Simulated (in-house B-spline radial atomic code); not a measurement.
How G0W0 and RPA depend on the start: Ir V (Ir4+)

Configuration [Xe] 4f14 5d5, highest spin. Computed with an all-electron radial atomic-structure program (B-spline basis): all electrons, scalar-relativistic (spin-free one-electron X2C), finite nucleus, each spin shell either full or empty, empty states to l = 9 with an (l + 1/2)⁻⁴ tail; G0W0 by contour deformation at full frequency.

Without the two-electron picture change, the correlation of inner shells comes somewhat too large for so heavy an element.

```json
{"start": "Hartree-Fock", "mean-field 5d up (eV)": "-59.31", "G0W0 (eV)": "-59.80", "QP weight": "0.973", "RPA correlation (Eh)": "-6.1957"}
{"start": "LDA VWN5", "mean-field 5d up (eV)": "-52.14", "G0W0 (eV)": "?", "QP weight": "?", "RPA correlation (Eh)": "?"}
{"start": "PBE", "mean-field 5d up (eV)": "-52.03", "G0W0 (eV)": "-59.50", "QP weight": "0.863", "RPA correlation (Eh)": "-6.6094"}
{"start": "PBE0", "mean-field 5d up (eV)": "-54.08", "G0W0 (eV)": "-59.67", "QP weight": "0.953", "RPA correlation (Eh)": "-6.4967"}
{"start": "r2SCAN", "mean-field 5d up (eV)": "-52.54", "G0W0 (eV)": "-59.50", "QP weight": "0.925", "RPA correlation (Eh)": "-6.5355"}
{"start": "HSE06", "mean-field 5d up (eV)": "-53.64", "G0W0 (eV)": "-59.67", "QP weight": "0.948", "RPA correlation (Eh)": "-6.5032"}
{"start": "B3LYP (VWN-RPA)", "mean-field 5d up (eV)": "-53.49", "G0W0 (eV)": "-59.72", "QP weight": "0.947", "RPA correlation (Eh)": "-6.521"}
{"start": "SCAN", "mean-field 5d up (eV)": "-52.49", "G0W0 (eV)": "?", "QP weight": "?", "RPA correlation (Eh)": "?"}
{"start": "TPSS", "mean-field 5d up (eV)": "-52.04", "G0W0 (eV)": "-59.53", "QP weight": "0.891", "RPA correlation (Eh)": "-6.5929"}
{"start": "BHandHLYP", "mean-field 5d up (eV)": "-55.77", "G0W0 (eV)": "-59.75", "QP weight": "0.963", "RPA correlation (Eh)": "-6.3924"}
{"start": "CAM-B3LYP", "mean-field 5d up (eV)": "-55.32", "G0W0 (eV)": "-59.84", "QP weight": "0.960", "RPA correlation (Eh)": "-6.485"}
{"start": "LC-wPBE", "mean-field 5d up (eV)": "-56.85", "G0W0 (eV)": "-59.88", "QP weight": "0.965", "RPA correlation (Eh)": "-6.5015"}
{"start": "wB97X", "mean-field 5d up (eV)": "-56.28", "G0W0 (eV)": "-59.72", "QP weight": "0.965", "RPA correlation (Eh)": "-6.4704"}
{"start": "PBEsol", "mean-field 5d up (eV)": "-52.04", "G0W0 (eV)": "-59.51", "QP weight": "0.865", "RPA correlation (Eh)": "-6.6119"}
{"start": "BLYP", "mean-field 5d up (eV)": "-51.66", "G0W0 (eV)": "-59.47", "QP weight": "0.793", "RPA correlation (Eh)": "-6.6116"}
{"start": "r2SCAN0", "mean-field 5d up (eV)": "-54.45", "G0W0 (eV)": "-59.61", "QP weight": "0.957", "RPA correlation (Eh)": "-6.4463"}
```

Problem. What G0W0 level, weight and RPA correlation energy follow from the LDA VWN5 start?

Solution. G0W0 level -59.53 eV, weight 0.853, RPA correlation -6.6159 hartree.

Problem. What G0W0 level, weight and RPA correlation energy follow from the SCAN start?

Solution. G0W0 level -59.47 eV, weight 0.924, RPA correlation -6.5401 hartree.

Problem. How much of the dependence on the start does G0W0 remove?

Solution. The mean-field levels span 7.65 eV and the G0W0 levels 0.409 eV. Against 57 ± 1.9 eV (NIST, tabulated theory) the G0W0 removal energies are off by +2.47 to +2.88 eV, with spin-orbit coupling, Breit and QED terms left out.
